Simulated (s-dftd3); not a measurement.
Cl₂Se, charge +1, doublet, at a GFN2-xTB geometry (a state made from the parent by changing its charge; the spin is typed, not shown lowest); D3(bj) for bp86 (s-dftd3).

Input for s-dftd3:
```
$ s-dftd3 mol.xyz --bj bp86 --json dftd3.json --noedisp --grad

# file mol.xyz
3

Se     0.00125977     0.00114573     0.64595924
Cl     1.04566240     1.26466714    -0.65024613
Cl    -1.04818193    -1.26695861    -0.64167234
```

Task: What does s-dftd3 print? Leave out banner, timings and long lists.

Result: 
```
-----------------------------------
 s i m p l e   D F T - D 3  v1.4.0
-----------------------------------

Rational (Becke-Johnson) damping: bp86-D3(BJ)
---------------------
  s6         1.0000
  s8         3.2822
  s9         0.0000
  a1         0.3946
  a2         4.8516
 alp        14.0000
--------------------

Dispersion energy:      -6.4327220993979E-03 Eh

Gradient norm:           5.7793830028217E-04 Eh/a0
--------------------------------------------------
     #    Z           dE/dx      dE/dy      dE/dz
--------------------------------------------------
     1   34 Se    7.790E-08  7.085E-08  3.995E-05
     2   17 Cl    2.595E-04  3.137E-04 -2.104E-05
     3   17 Cl   -2.596E-04 -3.138E-04 -1.891E-05
--------------------------------------------------

Virial:
--------------------------------------------------
      component           x          y          z
--------------------------------------------------
          x       1.027E-03  1.242E-03 -4.015E-06
          y       1.242E-03  1.501E-03 -4.911E-06
          z      -4.015E-06 -4.911E-06  9.754E-05
--------------------------------------------------

[Info] JSON dump of results written to 'dftd3.json'
```
